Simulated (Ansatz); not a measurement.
The cluster Te₃Pb₃⁻, relaxed as a doublet with UKS PBE-D4/def2-SVP in Ansatz, starting from the GFN1-xTB geometry. Force threshold 0.03 eV/Å.

In the def2 sets Pb, Te take a core potential; there is no spin–orbit coupling. The structure comes from a short search, and lower isomers may exist.

Start:

```xyz
6

Pb   -1.8492   -1.3509    0.4261
Pb   -1.1175    0.5888   -1.9577
Pb    1.6672    0.6903    1.0768
Te    0.7381   -2.0705    1.4552
Te    1.7571    0.6344   -1.8600
Te   -1.1957    1.5078    0.8596
```

Problem. Estimate the energy that the relaxation releases and the steps that it takes.

Solution. 21.0 kJ/mol, in 4 steps; 20 s on 4 threads of Intel Xeon on a shared host. No frequencies were taken in this run, so the end may be a saddle point.

Problem. Does the start keep its bonding and symmetry?

Solution. By distances, no bond broke or formed. The bond that changes most is Pb3–Te6, from 2.99 to 3.12 Å (atoms count from 1). Point group Cs at the start, Cs at the end, both within 0.05 Å.

Problem. Predict the relaxed structure.

Solution. 
```xyz
6

Pb   -1.803   -1.379    0.532
Pb   -1.031    0.668   -1.981
Pb    1.576    0.613    0.984
Te    0.762   -2.232    1.575
Te    1.867    0.698   -2.018
Te   -1.370    1.631    0.908
```
Bond lengths (bridged metal pairs left out): 7 × Pb–Te 2.90 to 3.12 Å.
